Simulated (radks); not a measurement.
Values are calculated unless marked as measured or tabulated.
Question: All-electron atom: neutral mercury in [Hg] (the NIST ground configuration). Level of theory: scalar-relativistic Kohn-Sham, Slater X-alpha with alpha = 0.966, spin-polarised, spherical densities, point nucleus (a radial shooting solver on a logarithmic mesh with Libxc functionals). Some entries of the table are withheld. Estimate them.

orbital,occ.,eigenvalue (eV),r(max) (bohr),<r^2> (bohr^2)
1s,2,-83496.51,0.01021,0.0003797
2s,2,-14856.50,0.05901,0.005766
2p,6,-12829.04,0.04892,0.004867
3s,2,-3542.462,0.1662,0.03705
3p,6,-2955.505,0.1657,0.03813
3d,10,-2338.503,0.1348,0.03151
4s,2,-787.3202,0.3739,0.1778
4p,6,-594.0415,0.3935,0.2028
4d,10,(1),0.3996,0.2280
5s,2,-124.6866,0.8192,0.8901
4f,14,-108.8217,0.3618,0.2689
5p,6,-71.9887,0.9166,1.184
5d,10,-13.4995,1.136,2.412
6s,2,(2),(3),7.350

Answer: 
(1) 4d eigenvalue (eV): -364.4885
(2) 6s eigenvalue (eV): -8.4810
(3) 6s r(max) (bohr): 2.124
